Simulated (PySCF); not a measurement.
A structure optimised at PBE-D3(BJ)/def2-SVP, used in a PySCF frequency run:

```xyz
10

C     -2.0653     0.6838     1.0650
O     -1.2121     0.8974    -0.0521
Si     0.0783    -0.0434    -0.4487
F     -0.3720    -1.5148    -0.9624
F      0.7801     0.7153    -1.6931
S      1.4171    -0.3955     1.1689
H     -1.4899     0.4090     1.9768
H     -2.8018    -0.1222     0.8574
H     -2.6188     1.6229     1.2634
H      1.5544     0.9400     1.4085
```

Problem. Write its SMILES and formula.

Solution. CO[Si](F)(F)S, CH4F2OSSi

Problem. What are its rotational constants (standard atomic weights)?

Solution. 2.3813, 1.9962, 1.5454 GHz
